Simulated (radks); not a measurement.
The numbers below are computed, except where a source is named.
Question: The mean radii <r> (bohr) of the occupied orbitals of an atom or ion are listed with their occupations. Code: a radial shooting solver on a logarithmic mesh with Libxc functionals. Model: Dirac Kohn-Sham, relativistic LDA (MacDonald-Vosko exchange, VWN5 correlation), spin-unpolarised, spherical densities, finite nucleus; Fermi nuclear charge, rms radius of each element as measured or else 0.836 A^(1/3) + 0.57 fm.

| orbital | occ. | <r> |
|---|---|---|
| 1s1/2 | 2 | 0.1039 |
| 2s1/2 | 2 | 0.5092 |
| 2p1/2 | 2 | 0.4657 |
| 2p3/2 | 3 | 0.4678 |
| 3s1/2 | 2 | 1.634 |
| 3p1/2 | 2 | 1.800 |

Name the element and its charge.

Answer: Z = 15, phosphorus, charge +2: P2+ in [He] 2s2 2p(1/2: 2, 3/2: 3) 3s2 3p(1/2: 2, 3/2: 0). The 1s radius gives Z: for a bare nucleus <r> = (2 gamma + 1)/(2Z) with gamma = sqrt(1 - (Z/c)^2), 0.0996 bohr for Z = 15, and screening makes it slightly larger (0.1039 here). The occupations add up to 13, and the charge is Z minus that.
